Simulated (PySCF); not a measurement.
**Excitation energy of B by level of theory**

B [He] 2s2 2p1 (2P) → B [He] 2s1 2p2 (4P), as a difference of total energies. All numbers are calculated (PySCF 2.14, the non-relativistic Hamiltonian (point nucleus), in def2-QZVPPD). Correlated levels: valence: 1s2 frozen. The calculations carry no spin-orbit coupling.

| method | excitation energy (eV) |
| --- | --- |
| UHF | 2.189 |
| MP2 (valence) | 3.136 |
| SCS-MP2 (valence) | 3.526 |
| CCSD (valence) | 3.538 |
| CCSD(T) (valence) | 3.574 |

Question: How much does correlation contribute at CCSD(T) (valence)?

Answer: 3.574 − (2.189) = 1.385 eV, measured against UHF.
